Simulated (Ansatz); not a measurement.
Be(Me)(Et) (C₃H₈Be), SMILES [CH3][Be][CH2]C. Atoms are numbered in the order given.

```xyz
12

Be    -0.3046     0.2676     0.6606
C     -0.9851     1.5425     1.5163
H     -1.4543     1.2119     2.4604
H     -1.7721     2.0594     0.9383
H     -0.2383     2.3101     1.7879
C      0.3782    -1.0193    -0.1918
C      0.7855    -0.7517    -1.6463
H     -0.3312    -1.8705    -0.1585
H      1.2584    -1.3812     0.3766
H      1.5348     0.0533    -1.7225
H     -0.0736    -0.4424    -2.2640
H      1.2230    -1.6398    -2.1329
```

Geometry optimised at PBE0-D3(BJ)/def2-SVP. The structure was generated by enumeration; whether it is a known compound was not checked. One conformer was computed; it need not be the lowest.

Two levels are set side by side: PBE-D3(BJ)/def2-SVP (Ansatz, an electronic-structure program) and PBE0-D3(BJ)/def2-SVP (Ansatz). Each level has its own optimised geometry; the coordinates shown are those of the second. Differences are taken from unrounded values.

```tsv
quantity	PBE0-D3(BJ)	PBE-D3(BJ)	PBE-D3(BJ) minus PBE0-D3(BJ)
mean bond length (Å)	1.249	1.257	0.007
bond Be1–C2 (Å)	1.679	1.682	0.002
bond Be1–C6 (Å)	1.688	1.690	0.003
bond C6–C7 (Å)	1.534	1.543	0.010
bond C2–H3 (Å)	1.105	1.113	0.008
bond C2–H4 (Å)	1.105	1.113	0.008
bond C2–H5 (Å)	1.105	1.113	0.008
bond C6–H8 (Å)	1.109	1.117	0.008
bond C6–H9 (Å)	1.109	1.117	0.008
bond C7–H10 (Å)	1.102	1.111	0.008
bond C7–H11 (Å)	1.102	1.111	0.008
bond C7–H12 (Å)	1.103	1.112	0.008
```

GGA bonds tend to be longer and softer than those of functionals with exact exchange. Differences between two approximate levels are no errors against the true value.
